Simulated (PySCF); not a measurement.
Species: C₃H₄F₂O₂.
InChI=1S/C3H4F2O2/c4-3(5)1-7-2-6/h2-3H,1H2

Computed with TDDFT B3LYP/def2-SVPD, vertical, gas phase, core orbitals frozen in the response (PySCF). The structure is a single PBE0-D3(BJ)/def2-SVP conformer in the gas phase; no vibrational or solvent corrections. Torsions of this conformer, `[O:1]=[CH:2][O:3][CH2:4][CH:5]([F:6])[F:7]`: O1–C2–O3–C4 -2°, C2–O3–C4–C5 84°, O3–C4–C5–F6 178°.

Each state is given a Gaussian of 0.5 eV full width at half maximum, with ε(max) = 2.175×10⁸ f / Δν̃ (Δν̃ the width in cm⁻¹). The width is an assumption, not a result. The curve ends short of the highest state used, and states not computed would add to its high-energy end.

λ (nm), ε (L mol⁻¹ cm⁻¹) and a bar:
```
    153.3       1466 ############
    155.4       1436 ############
    157.5       1847 ###############
    159.6       2649 ######################
    161.6       3376 ############################
    163.7       3625 ##############################
    165.8       3190 ##########################
    167.9       2319 ###################
    169.9       1450 ############
    172.0        753 ######
    174.1        336 ###
    176.2        130 #
    178.3         44 
    180.3         14 
    182.4          4 
    184.5          1 
    186.6          0 
    188.6          0 
    190.7          1 
    192.8          3 
    194.9          6 
    197.0         12 
    199.0         21 
    201.1         34 
    203.2         50 
    205.3         66 #
    207.3         81 #
    209.4         91 #
    211.5         95 #
    213.6         92 #
    215.6         83 #
    217.7         70 #
    219.8         56 
    221.9         42 
    224.0         30 
    226.0         20 
    228.1         13 
    230.2          8 
    232.3          5 
    234.3          3 
    236.4          1 
    238.5          1 
    240.6          0 
    242.7          0
```

Q: Locate the maxima and give the states behind the curve.

A: 212 nm (5.86 eV), ε about 95, made up of S1 (100%); 163 nm (7.59 eV), ε about 3600, made up of S2 (99%) (ε in L mol⁻¹ cm⁻¹; maxima over ε = 5, shares over 10%). At its high-energy end, 8.09 eV, the curve is still rising (ε about 1500, from S2, S3 and S4). The states used: S1 5.86 eV (f 0.0018); S2 7.58 eV (f 0.067); S3 8.17 eV (f 0.015); S4 8.30 eV (f 0.013); S5 8.52 eV (f 0.0052); S6 8.69 eV (f 0.0082).

Q: What would ε be at 7.59 eV, the highest of these maxima, with half the width (0.25 eV)?

A: About 7210 L mol⁻¹ cm⁻¹ against 3630, a factor of about 1.99; a lone state at its own centre would give exactly 2.

Q: Coming from long wavelengths, where does ε first pass 100 L mol⁻¹ cm⁻¹?

A: At about 177 nm (7.02 eV), 1.16 eV above S1.

Q: On this curve, what absorbance would a 10⁻³ mol/L sample give at 222 nm over a 1 cm path?

A: 222 nm is 5.585 eV, where ε is about 41 L mol⁻¹ cm⁻¹, so A = ε c l ≈ 0.041 (Beer–Lambert, with the gas-phase spectrum and the assumed width).
